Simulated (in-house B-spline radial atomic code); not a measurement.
Results of a calculation; reference values are marked as such.
# Se ion on Sb atom: potential, deflection and energy transfer

The pair potential comes from two frozen, spherical free-atom densities (PBE, B-spline radial code, scalar-relativistic past argon): electrostatics plus the change in Thomas-Fermi kinetic and Dirac exchange energy where they overlap, the recipe behind the universal ZBL potential, which averages such potentials (from solid-state densities) over many pairs. It is written V = (Z1 Z2 e²/r) φ(r/a), with e² = 14.3996 eV·Å and a = 0.46850 Å/(Z1^0.23 + Z2^0.23); ZBL's fit is φ = 0.18175 e^(−3.1998x) + 0.50986 e^(−0.94229x) + 0.28022 e^(−0.4029x) + 0.02817 e^(−0.20162x). Where φ falls below 4e-4 it is continued as an exponential.

Masses 78.97 and 121.76 u.

| x = r/a | φ, this pair | φ, ZBL |
| --- | --- | --- |
| 0.1 | 0.8878 | 0.8928 |
| 0.25 | 0.7631 | 0.7647 |
| 0.5 | 0.6123 | 0.6096 |
| 1 | 0.4195 | 0.4164 |
| 1.5 | 0.3014 | 0.2995 |
| 2 | 0.2238 | 0.2218 |
| 3 | 0.1315 | 0.1292 |
| 4 | 0.08184 | 0.08026 |
| 5 | 0.05267 | 0.05224 |
| 6.5 | 0.02946 | 0.02914 |
| 8 | 0.01727 | 0.01705 |
| 10 | 0.008829 | 0.008778 |
| 12 | 0.004873 | 0.00474 |
| 14.5 | 0.002494 | 0.002328 |
| 17 | 0.001306 | 0.001212 |
| 20 | 0.0006072 | 0.0005882 |

At x = 6.5 the electrostatic, kinetic and exchange parts are -183.05, 1442.75 and -119.59 eV. Find r, V and φ.

a = 0.46850/(2.2503 + 2.4703) = 0.09925 Å, so r = 0.64510 Å. V = -183.05 + 1442.75 + (-119.59) = 1140.11 eV. The bare repulsion is 34 × 51 × 14.3996/0.64510 = 38705 eV, so φ = 0.0295, +1.1 % against ZBL's 0.0291. The kinetic (Pauli) term is 127 % of V here, as the other two terms together attract.

The ion comes in at 414.8 keV with impact parameter 0.1985 Å. The scattering integral gives a centre-of-mass angle of 9.934° and a closest approach of 2.108 a. What are the reduced energy, the energy passed on and the laboratory angles?

ε = E a M2/(Z1 Z2 e² (M1 + M2)) = 414800 × 2.4111e-06 = 1. The most that one collision can pass on is γE with γ = 4 M1 M2/(M1 + M2)² = 0.9546. Here T = γE sin²(θ/2) = 0.9546 × 414800 × 0.007496 = 2968 eV. The ion turns by arctan(sin θ/(cos θ + M1/M2)) = 6.0°, and the struck atom leaves at (180° − θ)/2 = 85.0°. The closest approach is 0.209 Å. With ZBL the angle would be 9.88° and T = 2935 eV.
